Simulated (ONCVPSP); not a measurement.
**Plane-wave convergence, ONCV potential for Cd**

- Element: cadmium (Cd)
- Generator: ONCVPSP 4.0.1
- Type: optimised norm-conserving Vanderbilt (ONCV)
- Functional: PW91
- Relativity: scalar-relativistic
- Frozen core: [Ar] 3d10 4s2
- Valence charge: 18
- Reference configuration: 4p6 4d10 5s2
- Partial waves: 5s: rc 1.90 bohr, ncon 4, nbas 7, qcut 2.8 1/bohr, 3 projectors, debl 3.7 Ha; 4p: rc 1.50 bohr, ncon 3, nbas 7, qcut 11.1 1/bohr, 2 projectors, debl 3.2 Ha; 4d: rc 1.05 bohr, ncon 4, nbas 8, qcut 9.9 1/bohr, 2 projectors, debl 1.3 Ha
- Local potential: polynomial inside 0.90 bohr (lpopt 5, dvloc0 4 Ha)
- Core correction: none

Question: For each optimised wave give the share of its norm inside rc, the residual kinetic energy above qcut (Ha) and the cutoffs (Ha) for errors of 10, 1, 0.1 and 0.01 mHa per electron.

Answer:

```tsv
wave	norm inside rc	residual KE	10 mHa	1 mHa	0.1 mHa	0.01 mHa
5s	0.174	2.2e-03	2.8	5.5	26.9	35.8
s projector 2	0.119	3.2e-01	22.9	45.6	53.8	82.3
s projector 3	0.105	8.2e-01	17.3	50.4	66.8	90.5
4p	0.928	2.2e-08	15.5	33.1	42.4	49.2
p projector 2	0.041	5.5e-09	12.2	17.1	36.4	45.2
4d	0.391	5.8e-05	30.0	38.9	47.1	120.5
d projector 2	0.079	5.9e-05	25.5	36.2	46.5	94.7
```

The occupied waves need 39 Ha and 47 Ha for 1 and 0.1 mHa. Note: ghosts flagged at negative energy: s at -54.5 eV; GHOST(+) flagged for s at 434.7 eV. A true bound ghost makes a file unfit for plane-wave use.
